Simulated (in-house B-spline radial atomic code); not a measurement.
Configurations of Sm⁺, with energies counted from [Xe] 4f6 6s1. All numbers are computed (scalar-relativistic (X2C) r2SCAN0, spin-polarised, spherical fractional occupations, exact exchange averaged over the configuration; Fermi nucleus of rms radius 5.0819 fm) with an all-electron radial atomic-structure program (B-spline basis), not measured. Shells without spins written out take the highest spin.

Occupations are held fixed; configurations that lie above the ionisation limit could autoionise.

| configuration | E - E(ref) (eV) | highest orbital | its <r> (bohr) |
| --- | --- | --- | --- |
| [Xe] 4f6 6d1 | 6.4156 | 6d up | 7.733 |
| [Kr] 4d10 4f7 5s2 5p5 6s1 | 19.31 | 6s up | 3.915 |
| [Kr] 4d10 4f6 5s2 5p5 6s1 6p1 | 24.012 | 6p up | 4.394 |

Problem. Order these further configurations by energy, lowest first.
A. [Xe] 4f6 7p1
B. [Kr] 4d10 4f6 5s2 5p5 6s1 7d1
C. [Kr] 4d10 4f6 5s2 5p5 6s1 7p1
D. [Kr] 4d9 4f6 5s2 5p6 6s2

Solution. A (6.8565 eV), C (29.041 eV), B (30.618 eV), D (128.5 eV).
